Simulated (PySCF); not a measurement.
GeAs⁺ from Hartree–Fock to correlated methods

State: ³Σ⁻ (triplet), unpaired electrons π ↑↑. Set-up: PySCF, no relativity, basis sets Ge def2-TZVPPD, As def2-TZVPPD. De refers to Ge⁺ + As in their high-spin ground configurations, without counterpoise correction. The functionals are run spin-unrestricted. A positive dipole points towards As; it is taken about the centre of mass and depends on that origin. Levels whose curve was spin-contaminated or gave no clean fit are not listed.

```
      Level  Re (Å)  ωe (cm⁻¹)  De (eV)  μ (D)
        UHF   2.404        287     1.21  -2.17
    UHF-MP2   2.377        306     2.31    n/a
UHF-SCS-MP2   2.388        297     2.24    n/a
        LDA   2.402        283     3.63  -1.11
        PBE   2.439        272     3.05  -1.28
     r²SCAN   2.407        285     2.89  -1.29
       PBE0   2.405        289     2.76  -1.45
      B97-3   2.426        282     2.70  -1.60
       MN15   2.380        293     2.57  -1.38
  BHandHLYP   2.398        292     2.48  -1.65
      ωB97X   2.376        304     2.83  -1.57
     B2PLYP   2.412        285     2.64  -1.75
```

(1) What does a quarter of exact exchange do here, going from PBE to PBE0?

(2) What does the step from GGA to meta-GGA do here, going from PBE to r²SCAN?

(3) What does the gradient correction do here, going from LDA to PBE?

Correlated steps freeze 18 core orbitals. Spin–orbit coupling is left out. For an ion De counts to the pair picked by the measured ionisation energies or electron affinities, which need not be the lowest pair at this level. B2PLYP dipoles, levels and charges come from its SCF part alone. The state is the lowest determinant that a PBE0 search found; another state may lie lower at other levels.

The whole job (state search and all levels along the bond) took about 21 min on 2 threads of Arm Neoverse V2 (shared host), peak memory 4.1 GiB.

## Answers

(1) PBE0 less PBE: -3.4 pm in Re, +6.2 % in ωe, -0.29 eV in De. Exact exchange removes part of the self-interaction that spreads semilocal densities, and in most molecules shortens and stiffens the bond and lowers De; so it does here.

(2) r²SCAN less PBE: -3.2 pm in Re, +4.8 % in ωe, -0.16 eV in De. 

(3) PBE less LDA: +3.7 pm in Re, -3.9 % in ωe, -0.58 eV in De. The gradient correction favours the more uneven density of free atoms, so it tends to lengthen bonds and takes away much of the overbinding of LDA; so it does here.
